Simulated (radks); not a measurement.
Values are calculated unless marked as measured or tabulated.
Q: The mean radii <r> (bohr) of the occupied orbitals of an atom or ion are listed with their occupations. Code: a radial shooting solver on a logarithmic mesh with Libxc functionals. Model: Dirac Kohn-Sham, PBEsol, spin-unpolarised, spherical densities, finite nucleus; Fermi nuclear charge, rms radius of each element as measured or else 0.836 A^(1/3) + 0.57 fm.

| orbital | occ. | <r> |
|---|---|---|
| 1s1/2 | 2 | 0.02410 |
| 2s1/2 | 2 | 0.1026 |
| 2p1/2 | 2 | 0.08606 |
| 2p3/2 | 4 | 0.09237 |
| 3s1/2 | 2 | 0.2721 |
| 3p1/2 | 2 | 0.2618 |
| 3p3/2 | 4 | 0.2741 |
| 3d3/2 | 4 | 0.2452 |
| 3d5/2 | 6 | 0.2491 |
| 4s1/2 | 2 | 0.6232 |
| 4p1/2 | 2 | 0.6412 |
| 4p3/2 | 4 | 0.6694 |
| 4d3/2 | 4 | 0.7242 |
| 4d5/2 | 6 | 0.7345 |
| 5s1/2 | 2 | 1.530 |
| 5p1/2 | 2 | 1.742 |
| 5p3/2 | 4 | 1.837 |
| 4f5/2 | 4 | 1.517 |

Name the element and its charge. Open shells, if any, fill j = l - 1/2 first.

A: Z = 59, praseodymium, charge +1: Pr+ in [Xe] 4f4. The 1s radius gives Z: for a bare nucleus <r> = (2 gamma + 1)/(2Z) with gamma = sqrt(1 - (Z/c)^2), 0.02377 bohr for Z = 59, and screening makes it slightly larger (0.02410 here). The occupations add up to 58, and the charge is Z minus that.
